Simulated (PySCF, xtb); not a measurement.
ClH4MoN3, SMILES [NH2][Mo](=[NH])([Cl])=[NH], multiplicity 1. Other conformers were not sampled.

Harmonic wavenumbers (cm⁻¹) from GFN2-xTB run with xtb at its own minimum, in rising order: 133, 152, 198, 198, 239, 318, 324, 526, 527, 537, 586, 633, 654, 659, 947, 1011, 1464, 3311, 3325, 3408, 3413.

Task: What does r2SCAN-D4/def2-SVP (PySCF 2.14.0) give at its own minimum? (Estimate from the structure and the level; the computed values follow.)

Result: 154, 178, 223, 235, 278, 325, 393, 410, 486, 589, 604, 703, 715, 731, 987, 1010, 1501, 3547, 3586, 3590, 3656. Paired by order, the mean absolute difference is 79 cm⁻¹ and the zero-point energies are 32.3 and 34.2 kcal/mol.
